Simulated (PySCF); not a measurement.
PySCF input for CCl3, SMILES Cl[C](Cl)Cl (connectivity only; charge and spin as stated), charge +1, multiplicity 1, PBE0/pcSseg-2. Geometry: TPSSh-D3(BJ)/def2-SVP. The multiplicity is an assumed one; other spin states were not compared. The isomer is the one that the SMILES or the coordinates give; other isomers of the formula were not compared.

```python
import numpy as np
from pyscf import gto, scf, dft
from pyscf.prop.nmr import rks as nmr

mol = gto.M(
    atom='''
    Cl   -1.65771443   -0.00000000    0.00000000
    C     0.00000000    0.00000000   -0.00000000
    Cl    0.82885722   -1.43562281    0.00000000
    Cl    0.82885721    1.43562281    0.00000000
    ''',
    basis='pcSseg-2',
    charge=1,
    spin=0,
    max_memory=1600,
    verbose=3,
)
mf = dft.RKS(mol, xc='pbe0').density_fit(auxbasis='def2-universal-jkfit')
mf.grids.level = 3
mf.conv_tol = 1e-10
mf.max_cycle = 100
mf.kernel()
n = nmr.NMR(mf)
n.verbose = 2
n.max_cycle_cphf = 60
sigma = n.kernel()
print('atom   isotropic/ppm   span/ppm')
for i, s in enumerate(sigma):
    w = np.linalg.eigvalsh((s + s.T) / 2)
    print(f'{mol.atom_symbol(i):2s}{i + 1:3d} {w.mean():14.3f} {w[2] - w[0]:11.3f}')
```

Program output:

```
converged SCF energy = -1417.92968195304
atom   isotropic/ppm   span/ppm
Cl  1         37.631     713.232
C   2        -85.598     211.892
Cl  3         37.630     713.222
Cl  4         37.630     713.222
```

The calculation finished and met its thresholds.
